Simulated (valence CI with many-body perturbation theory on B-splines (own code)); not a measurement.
**E1 line list for Ir⁴⁵⁺**

Method: valence CI with perturbative core correlation (CI+MBPT): four valence electrons over a frozen Dirac-Fock core [Ar] 3d10, radial functions for each j: 11 s, 11 p, 9 d, 7 f, 5 g, 2 h, 1 i, with the one-electron correlation potential Σ1, the two-electron term Σ2, the three-electron term Σ3, Breit, model QED; selected CI, second order for the rest (own B-spline code, finite nucleus).

The last digits are not significant, and no measured levels were compared; by estimate large intervals hold to a few tenths of a per cent, small ones and those within an open d or f shell to about a per cent.

Lines 151 to 200 of 249 in falling wavelength, among levels below 566.42 eV, chosen from the strongest by gf and those to the six lowest levels. Wavelengths and rates use the calculated energies. Electric multipoles are in the length gauge, E1 and E2 with the static RPA response of the core. Weak lines are less certain than strong ones. Lines between different terms over intervals too small for the method are left out, as are lines whose strength nearly cancels. The highest levels of a list are the least certain.

Levels are named by their leading jj configuration (3d3/2^4 stands for four electrons in 3d with j = 3/2), which in mixed levels can hold well under half, so a name can repeat and another be missing. Letters in brackets count levels of one name in rising energy.

```tsv
λ vac (Å)	Upper	Lower	A (s⁻¹)	log gf	Branch %
53.85	(4s 4p1/2 4p3/2 4d3/2) J=2 [b]	(4s^2 4p1/2 4d3/2) J=2	4.31e+11	-0.03	55.4
53.81	(4s 4p1/2 4p3/2^2) J=0	(4s^2 4p1/2 4p3/2) J=1	3.46e+11	-0.82	100.0
53.69	(4s 4p3/2^3) J=2	(4s^2 4p3/2^2) J=2	9.89e+11	0.33	99.5
53.35	(4p1/2^2 4p3/2^2) J=0	(4s 4p1/2^2 4p3/2) J=1	6.24e+11	-0.57	86.9
53.34	(4s 4p1/2 4p3/2 4d5/2) J=4 [c]	(4s^2 4p1/2 4d5/2) J=3	3.27e+11	0.10	38.3
53.14	(4s 4p1/2 4p3/2^2) J=1 [a]	(4s^2 4p1/2 4p3/2) J=2	4.59e+10	-1.23	7.5
53.07	(4s 4p1/2 4p3/2 4d3/2) J=0 [b]	(4s^2 4p1/2 4d3/2) J=1	5.63e+11	-0.62	27.7
53.06	(4s 4p1/2^2 4p3/2) J=1	(4s^2 4p1/2^2) J=0	4.44e+11	-0.25	89.7
53.05	(4s 4p1/2 4p3/2 4d3/2) J=3 [b]	(4s^2 4p1/2 4d3/2) J=2	1.65e+10	-1.31	1.2
52.99	(4s 4p1/2 4p3/2 4d5/2) J=3 [c]	(4s^2 4p1/2 4d5/2) J=2	4.24e+11	0.10	37.0
52.90	(4s 4p1/2 4p3/2 4d5/2) J=1 [b]	(4s^2 4p1/2 4d5/2) J=2	1.55e+11	-0.71	25.7
52.89	(4s 4p1/2 4p3/2 4d3/2) J=1 [b]	(4s^2 4p1/2 4d3/2) J=2	1.65e+11	-0.68	11.0
52.82	(4s 4p1/2 4p3/2 4d3/2) J=2 [c]	(4s^2 4p1/2 4d3/2) J=2	5.91e+10	-0.91	3.4
52.60	(4s 4p3/2^3) J=1	(4s^2 4p3/2^2) J=0	6.72e+11	-0.08	37.9
52.59	(4s 4p1/2 4p3/2^2) J=2 [b]	(4s^2 4p1/2 4p3/2) J=2	8.87e+11	0.26	97.2
52.44	(4s 4p1/2 4p3/2 4d3/2) J=2 [d]	(4s^2 4p1/2 4d3/2) J=1	8.15e+11	0.23	39.0
52.39	(4s 4p1/2 4p3/2 4d5/2) J=1 [a]	(4s^2 4p1/2 4d3/2) J=1	1.44e+11	-0.75	13.6
52.33	(4s 4p1/2 4p3/2 4d3/2) J=1 [c]	(4s^2 4p1/2 4d3/2) J=2	6.93e+11	-0.07	59.4
52.24	(4s 4p1/2 4p3/2^2) J=1 [b]	(4s^2 4p1/2 4p3/2) J=2	7.69e+11	-0.02	63.9
52.12	(4s 4p1/2 4p3/2^2) J=1 [a]	(4s^2 4p1/2 4p3/2) J=1	5.28e+11	-0.19	86.8
51.85	(4s 4p1/2 4p3/2 4d5/2) J=2 [b]	(4s^2 4p1/2 4d3/2) J=1	2.19e+11	-0.36	21.9
51.70	(4s 4p1/2 4p3/2 4d5/2) J=2 [c]	(4s^2 4p1/2 4d5/2) J=3	4.66e+11	-0.03	48.3
51.60	(4s 4p1/2 4p3/2^2) J=2 [b]	(4s^2 4p1/2 4p3/2) J=1	7.82e+08	-2.81	0.1
51.49	(4s 4p1/2 4p3/2 4d5/2) J=1 [c]	(4s^2 4p1/2 4d5/2) J=2	2.20e+11	-0.58	26.5
51.43	(4p1/2^2 4p3/2^2) J=2	(4s 4p1/2^2 4p3/2) J=2	2.54e+11	-0.30	30.5
51.34	(4s 4p1/2 4p3/2 4d3/2) J=3 [c]	(4s^2 4p1/2 4d3/2) J=2	1.24e+12	0.53	97.0
51.29	(4s 4p1/2 4p3/2 4d5/2) J=3 [d]	(4s^2 4p1/2 4d5/2) J=3	4.64e+11	0.11	37.3
51.25	(4s 4p1/2 4p3/2^2) J=1 [b]	(4s^2 4p1/2 4p3/2) J=1	4.07e+11	-0.32	33.8
51.25	(4s 4p1/2 4p3/2 4d5/2) J=2 [c]	(4s^2 4p1/2 4d5/2) J=2	3.23e+10	-1.20	3.3
50.76	(4s 4p1/2 4p3/2 4d5/2) J=2 [d]	(4s^2 4p1/2 4d5/2) J=3	1.72e+11	-0.48	11.2
50.50	(4s 4p3/2^3) J=1	(4s^2 4p3/2^2) J=2	1.10e+12	0.10	61.8
50.33	(4s 4p1/2 4p3/2 4d5/2) J=2 [d]	(4s^2 4p1/2 4d5/2) J=2	3.05e+11	-0.24	19.9
50.16	(4s 4p1/2 4p3/2 4d3/2) J=1 [d]	(4s^2 4p1/2 4d3/2) J=2	9.48e+10	-0.97	5.8
48.67	(4s 4p1/2 4p3/2 4d3/2) J=0 [a]	(4s 4p1/2^2 4p3/2) J=1	3.65e+10	-1.89	62.5
48.61	(4s 4p1/2 4p3/2 4d3/2) J=1 [a]	(4s 4p1/2^2 4p3/2) J=1	1.30e+04	-7.86	0.0
48.57	(4s 4p1/2 4p3/2 4d3/2) J=2 [a]	(4s 4p1/2^2 4p3/2) J=1	7.01e+09	-1.91	4.6
48.45	(4s 4p1/2 4p3/2 4d3/2) J=2 [d]	(4s^2 4p1/2 4d3/2) J=2	2.82e+11	-0.30	13.5
47.33	(4s^2 4p1/2 4f5/2) J=2	(4s 4p1/2^2 4p3/2) J=1	1.60e+11	-0.57	71.3
46.01	(4s^2 4p1/2 4f5/2) J=3	(4s 4p1/2^2 4p3/2) J=2	7.79e+09	-1.76	13.8
45.82	(4s 4p1/2 4p3/2 4d3/2) J=1 [a]	(4s 4p1/2^2 4p3/2) J=2	1.65e+10	-1.81	32.2
45.78	(4s 4p1/2 4p3/2 4d3/2) J=2 [a]	(4s 4p1/2^2 4p3/2) J=2	9.72e+10	-0.82	64.3
45.23	(4s 4p1/2 4p3/2 4d3/2) J=3 [a]	(4s 4p1/2^2 4p3/2) J=2	4.79e+10	-0.99	51.7
45.16	(4s 4p1/2 4p3/2 4d3/2) J=2 [b]	(4s 4p1/2^2 4p3/2) J=1	1.06e+11	-0.79	13.6
44.68	(4s^2 4p1/2 4f5/2) J=2	(4s 4p1/2^2 4p3/2) J=2	2.38e+08	-3.45	0.1
44.49	(4s 4p1/2 4p3/2 4d3/2) J=1 [b]	(4s 4p1/2^2 4p3/2) J=1	4.96e+10	-1.36	3.3
44.43	(4s 4p1/2 4p3/2 4d3/2) J=2 [c]	(4s 4p1/2^2 4p3/2) J=1	1.90e+10	-1.55	1.1
44.08	(4s 4p1/2 4p3/2 4d3/2) J=1 [c]	(4s 4p1/2^2 4p3/2) J=1	5.26e+10	-1.34	4.5
43.80	(4s^2 4p1/2 4f7/2) J=3	(4s 4p1/2^2 4p3/2) J=2	1.36e+11	-0.56	48.8
42.75	(4s 4p1/2 4p3/2 4d5/2) J=2 [a]	(4s 4p1/2^2 4p3/2) J=1	9.46e+08	-2.89	0.2
42.74	(4s 4p1/2 4p3/2 4d3/2) J=2 [b]	(4s 4p1/2^2 4p3/2) J=2	2.00e+11	-0.56	25.7
```

How does gf follow from A for the line at 52.44 Å?

gf = 1.4992 × (2J+1)_upper × A / σ², with σ = 1906938 cm⁻¹ and 2J+1 = 5: gf = 1.68.
